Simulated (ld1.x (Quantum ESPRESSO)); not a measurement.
## Which change was made? (Rb, TM)

```
Element                 : rubidium
Generator               : ld1.x (Quantum ESPRESSO) 7.5
Type                    : norm-conserving Troullier–Martins (Kleinman–Bylander form)
Functional              : LDA (PZ)
Relativity              : scalar-relativistic
Frozen core             : [Kr]
Valence charge          : 1
Reference configuration : 5s1 5p0
Partial waves           : 5s (bound): rc 4.20 bohr; 5p (bound, empty): rc 3.70 bohr; 4d channel at -0.15 Ry: rc 3.40 bohr
Local potential         : the d channel
Core correction         : a·sin(br)/r model core, default radius (core density twice the valence density)
```

Cutoffs, loose and tight: the cutoffs (Ry, on a coarse ladder) from which the occupation-weighted sum of valence levels, in a spherical-Bessel basis at the reference potential, stays within 10 and 1 mRy of its value at 400 Ry. They do not see the model core or the augmentation charge, which bear on the density cutoff. Test errors are all-electron minus pseudo excitation energies from the reference, over the configurations 5s0.5 5p0; 5s0 5p1 (two spin-polarised tests are not counted in the largest error); variants that change the core or the reference have their own tests.

The base gives: outcome: generated; cutoff, loose: 6 Ry; cutoff, tight: 6 Ry; bound ghosts: s; largest test error (meV): +19.

Q: After one change the result is: outcome: generated; cutoff, loose: 6 Ry; cutoff, tight: 6 Ry; bound ghosts: s; largest test error (meV): +14. Which change was it?
A. core correction a·sin(br)/r model core inside 3.50 bohr
B. core correction none
C. core correction a·sin(br)/r model core inside 3.88 bohr
D. core correction a·sin(br)/r model core inside 1.48 bohr

A: D. The others give: core correction a·sin(br)/r model core inside 3.88 bohr → outcome: generated; cutoff, loose: 6 Ry; cutoff, tight: 6 Ry; bound ghosts: s; largest test error (meV): +43 | core correction a·sin(br)/r model core inside 3.50 bohr → outcome: generated; cutoff, loose: 6 Ry; cutoff, tight: 6 Ry; bound ghosts: s; largest test error (meV): +25 | core correction none → outcome: generated; cutoff, loose: 6 Ry; cutoff, tight: 6 Ry; bound ghosts: s; largest test error (meV): +447.
